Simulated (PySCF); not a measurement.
Isomers of C3H9GeO (doublet state). Computed, not measured: PBE0-D3(BJ)/def2-SVP geometry optimisation, gas phase (PySCF). One conformer each; no zero-point energy, no entropy. No frequencies were run at this level. Point groups hold within 0.08 Å. The open-shell SCF solutions weren't tested for stability.

**Question.** Order them by energy at this level, lowest first, and give relative energies in kcal/mol.
A. `[CH2:1][C@H:2]([CH3:3])[O:4][GeH3:5]` (doublet state) with H–C1–C2–C3 80° and -87°, C1–C2–O4–Ge5 -60°
B. `[CH3:1][C:2]([CH3:3])[O:4][GeH3:5]` (doublet state) with C1–C2–O4–Ge5 170°
C. `[CH3:1][CH:2]([CH3:3])[O:4][GeH2:5]` (doublet state) with C1–C2–O4–Ge5 -84°, C2–O4–Ge5–H -164° and -46°

**Answer.** C (0.0), B (10.6), A (21.7).

All arise from one parent by loss of a hydrogen atom (CC(C)[O][GeH2]: H removed from Ge; C[C](C)[O][GeH3]: H removed from sp3 C; [CH2][C@H](C)[O][GeH3]: H removed from sp3 C), so the differences are those of the electronic X–H dissociation energies at this level.

```json
{"SMILES": "CC(C)[O][GeH2]", "E (Eh)": "-2271.04653", "E rel (kcal/mol)": "0.0", "dipole (D)": "1.07", "point group": "C1", "A, B, C (MHz)": "7414, 1495, 1328", "⟨S²⟩": "0.752"}
{"SMILES": "C[C](C)[O][GeH3]", "E (Eh)": "-2271.02969", "E rel (kcal/mol)": "10.6", "dipole (D)": "1.15", "point group": "C1", "A, B, C (MHz)": "7497, 1552, 1338", "⟨S²⟩": "0.754"}
{"SMILES": "[CH2][C@H](C)[O][GeH3]", "E (Eh)": "-2271.01195", "E rel (kcal/mol)": "21.7", "dipole (D)": "1.06", "point group": "C1", "A, B, C (MHz)": "7798, 1559, 1378", "⟨S²⟩": "0.755"}
```
